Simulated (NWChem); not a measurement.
SiAsH₄, doublet; SMILES [SiH3][AsH]

Results from NWChem. Spin-unrestricted. Structure relaxed at the B3LYP/6-31G* (spherical d), spin-unrestricted level. No stability test was run on the SCF state. Level PBE0/def2-TZVP: single points from the atomic guess with DIIS by default; each run changes one setting, and all converged runs end within 0.3 mHa of each other. cgmin counts macro-iterations, each dearer than a DIIS step.

Which setting needs the most SCF iterations, or fails (occupation smearing of 0.005 Ha; level shift of 0.5 Ha throughout; DIIS on 3 Fock matrices; defaults; quadratically convergent solver (cgmin); no level shifting)?

level shift of 0.5 Ha throughout, with 10 against 7 for the defaults.
```
setting                                  SCF iterations
---------------------------------------  --------------
defaults                                              7
occupation smearing of 0.005 Ha                       7
no level shifting                                     7
level shift of 0.5 Ha throughout                     10
quadratically convergent solver (cgmin)               5
DIIS on 3 Fock matrices                               7
```
